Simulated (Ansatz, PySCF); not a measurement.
Molecule: CF, net charge 0, doublet state. SMILES: [C]F
Geometry: optimised at B3LYP-D3(BJ)/def2-TZVP (Ansatz, an electronic-structure program).

B3LYP/6-31G* beside other levels, property by property. Set-up: each state is the SCF solution reached for its charge and spin; valence correlation only; atomisation electronic, to ground-state atoms; UHF or UKS for open shells; six Cartesian d functions in 6-31G* and its kin unless marked 5d; spin-orbit terms left out; non-relativistic. CBS marks a two-point X^-3 extrapolation of the correlation energy; Hartree-Fock from the larger set (for Q and 5 zeta extrapolated as (X+1)exp(-9√X)). Ab initio and DFT rows: single points at B3LYP-D3(BJ) geometries (Ansatz), with unscaled harmonic terms from B3LYP/6-31G* at its own minima, enthalpies of formation by atomisation with measured atoms. Anions need diffuse functions, which STO-3G, LANL2DZ, def2-SVP, cc-pVDZ and Pople sets without + lack.

Coupled cluster (Ansatz) is a level with limits of its own, used here on species with T1 under 0.025 (0.045 for open shells) and stable references: (a) CCSD(T)/CBS(aug-cc-pVTZ,aug-cc-pVQZ); (b) CCSD(T)/CBS(cc-pVQZ,cc-pV5Z).

```
property                                        B3LYP/6-31G* (Ansatz)  B3LYP/STO-3G (Ansatz)  PBE/def2-TZVPD (Ansatz)  M06-2X/def2-TZVPD (PySCF)            to compare with
----------------------------------------------  ---------------------  ---------------------  -----------------------  -------------------------  -------------------------
vertical electron affinity to the triplet (eV)                  -1.21                  -6.66                     0.04                       0.05   0.11 coupled cluster (a)
atomisation energy (kcal/mol)                                   134.9                  146.1                    144.7                      133.5  132.2 coupled cluster (b)
enthalpy of formation at 298 K (kcal/mol)                        56.2                   45.0                     46.4                       57.6   58.9 coupled cluster (b)
```

As the rows show:
- vertical electron affinity to the triplet: B3LYP/6-31G* lies 1.32 eV below coupled cluster.
- atomisation energy: B3LYP/6-31G* lies 2.7 kcal/mol above coupled cluster.
- enthalpy of formation at 298 K: B3LYP/6-31G* lies 2.7 kcal/mol below coupled cluster.

The properties are those with a value to compare with, at most eight drawn at random. No case is left out for the size of its miss. Left out are saddle points of the reference geometry, anions that the best level run finds unbound, excited spin states, species near biochemistry, cases with under five habitual levels, runs that failed or whose electronic state is in doubt, and table entries that another table contradicts.
